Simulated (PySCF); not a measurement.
# Dipole response of Mn+ (manganese, charge +1)

[Ar] 3d5 4s1, high-spin 7S determinant. Computed with PySCF 2.14 in x2c-QZVPPall with one added diffuse shell each of s, p, d, f, g type (12s8p6d5f3g, 128 functions), with the spin-free X2C one-electron Hamiltonian (Gaussian nucleus). Coupled (time-dependent) response in atomic units; α is the mean over directions.

```json
{"method": "PBE0", "mean α (bohr³)": "29.64", "C₆ (like pair)": "155.4", "S(−4)": "720.4"}
```

S(−4) is the Cauchy moment in α(ω) = α(0) + S(−4) ω² + …

α(iu) at PBE0:

```json
{"u (hartree)": "0", "α(iu) (bohr³)": "29.64"}
{"u (hartree)": "0.0500", "α(iu) (bohr³)": "27.96"}
{"u (hartree)": "0.100", "α(iu) (bohr³)": "24.02"}
{"u (hartree)": "0.200", "α(iu) (bohr³)": "16.00"}
{"u (hartree)": "0.300", "α(iu) (bohr³)": "10.95"}
{"u (hartree)": "0.500", "α(iu) (bohr³)": "6.263"}
{"u (hartree)": "0.750", "α(iu) (bohr³)": "3.978"}
{"u (hartree)": "1.00", "α(iu) (bohr³)": "2.896"}
{"u (hartree)": "1.50", "α(iu) (bohr³)": "1.839"}
{"u (hartree)": "2.00", "α(iu) (bohr³)": "1.306"}
{"u (hartree)": "3.00", "α(iu) (bohr³)": "0.7688"}
{"u (hartree)": "5.00", "α(iu) (bohr³)": "0.3621"}
```

A single London oscillator, α(iu) = α/(1 + u²/ω²), gives C₆ = (3/4) ω α². Matching the computed C₆ needs ω = 4 × 155.4 / (3 × 29.64²) = 0.236 hartree.

For an ion, C₆ is the dispersion term alone; charge-induced terms of lower order in 1/R come first.
